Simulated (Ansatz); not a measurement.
Ansatz (a quantum-chemistry and plane-wave program) input (RI-MP2/def2-QZVPP):
A basis named .json is the Basis Set Exchange file of that set.

Ansatz 0.2 input:
```yaml
crystal:
  periodic: [false, false, false]
  atoms:
    - {symbol: Zr, position_ang: [0.02008603, 0.00278907, -0.00841683]}
    - {symbol: H, position_ang: [0.47326178, -0.55954638, 1.70764292]}
    - {symbol: H, position_ang: [-0.64044715, 1.73401202, -0.19011303]}
    - {symbol: H, position_ang: [-0.63625573, -1.28602851, -1.18085669]}
basis:
  gaussian:
    orbitals: def2-QZVPP.json
    fitting: {mean_field: def2-universal-jkfit, correlation: def2-QZVPP-RIFIT.json}
magnetization: {spin_polarized: true, initial_magnetization: 1}
correlation: {method: mp2, electrons: outside_noble_gas}
```

End of the output:

```
integrals: 0.09 GiB planned
309 factors; integrals over basis functions are off by at most 2.6e0 eV
420 factors; integrals over basis functions are off by at most 2.5e0 eV
mean field: 0.32 GiB planned
mean field evaluation 1: about -1309.7974 eV, gradient 1.2e1 eV
mean field evaluation 2: about -1311.3124 eV, gradient 5.8e0 eV
mean field evaluation 4: about -1311.5775 eV, gradient 6.1e-1 eV
mean field evaluation 8: about -1311.5898 eV, gradient 2.5e-6 eV
mean field evaluation 16: about -1311.5898 eV, gradient 1.2e-3 eV
mean field evaluation 32: about -1311.0952 eV, gradient 8.4e-5 eV
mean field -1311.58978757 eV, -48.2000356658 hartree, gradient 2.5e-6 eV, S^2 0.756411; 6 other end points of the search recorded, 0 dependent functions left out
4 core orbitals not correlated
reference -1311.58978757 eV, -48.2000356658 hartree; 4, 3 occupied and 163, 164 virtual orbitals, 420 factors
second order -3.02948581 eV of doubles, -0.00000000 eV of singles
Total energy: -1314.61927338 eV, -48.3113672159 hartree
```

The spin state was set by rule; other spins were not relaxed.
